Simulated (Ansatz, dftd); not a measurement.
Reaction: H5Si2O (SMILES [SiH2]([SiH3])[O], doublet) → H5Si2O (SMILES [SiH2]O[SiH3], doublet)
Each species at its own B3LYP-D3(BJ)/def2-TZVP minimum (Ansatz, a program for electronic structure).

Wanted: isomerisation energy (electronic), in kcal/mol. UHF or UKS for unpaired electrons; spin-orbit terms are left out. Correlated methods leave the cores frozen. Rows without X2C or -DK are non-relativistic. CBS(X,Y): correlation extrapolated as X^-3, Hartree-Fock from the larger set. A bracket is a step between two methods taken in the basis named. Functionals run without relativity, which enters their misses. Double hybrids freeze cores in their MP2 part. 'core' is core correlation in cc-pwCVTZ (1s frozen past Ne), 'X2C' scalar relativity in cc-pVTZ-DK, both at CCSD(T).

```json
[
 {"level": "PBE/def2-TZVPD", "program": "Ansatz", "isomerisation energy (kcal/mol)": "-36.5", "difference against the last row": "10.3"},
 {"level": "r2SCAN-D3(BJ)/def2-TZVPD", "program": "Ansatz + dftd3", "isomerisation energy (kcal/mol)": "-41.7", "difference against the last row": "5.1"},
 {"level": "r2SCAN-D4/def2-TZVPD", "program": "Ansatz + dftd4", "isomerisation energy (kcal/mol)": "-41.8", "difference against the last row": "5.0"},
 {"level": "PBE0-D4/def2-TZVPD", "program": "Ansatz + dftd4", "isomerisation energy (kcal/mol)": "-42.2", "difference against the last row": "4.6"},
 {"level": "CAM-B3LYP-D3(BJ)/def2-TZVPD", "program": "Ansatz + dftd3", "isomerisation energy (kcal/mol)": "-46.9", "difference against the last row": "-0.1"},
 {"level": "B2PLYP/def2-TZVPD", "program": "Ansatz", "isomerisation energy (kcal/mol)": "-47.3", "difference against the last row": "-0.5"},
 {"level": "B2GP-PLYP-D4/def2-TZVPD", "program": "Ansatz + dftd4", "isomerisation energy (kcal/mol)": "-50.0", "difference against the last row": "-3.2"},
 {"level": "MP2/cc-pV(T+d)Z", "program": "Ansatz", "isomerisation energy (kcal/mol)": "-60.9", "difference against the last row": "-14.1"},
 {"level": "CCSD/cc-pV(D+d)Z", "program": "Ansatz", "isomerisation energy (kcal/mol)": "-44.5", "difference against the last row": "2.3"},
 {"level": "CCSD(T)/cc-pV(Q+d)Z", "program": "Ansatz", "isomerisation energy (kcal/mol)": "-48.1", "difference against the last row": "-1.3"},
 {"level": "CCSD(T)/CBS(cc-pV(T+d)Z,cc-pV(Q+d)Z) + core + X2C", "program": "Ansatz", "isomerisation energy (kcal/mol)": "-47.5", "difference against the last row": "-0.7"},
 {"level": "CCSDT(Q)/cc-pV(D+d)Z", "program": "Ansatz", "isomerisation energy (kcal/mol)": "-42.6", "difference against the last row": "4.2"},
 {"level": "CCSD(T)/CBS(cc-pV(T+d)Z,cc-pV(Q+d)Z) + [CCSDT(Q) - CCSD(T)]/cc-pV(D+d)Z + core + X2C", "program": "Ansatz", "isomerisation energy (kcal/mol)": "-46.8", "difference against the last row": "0.0"}
]
```
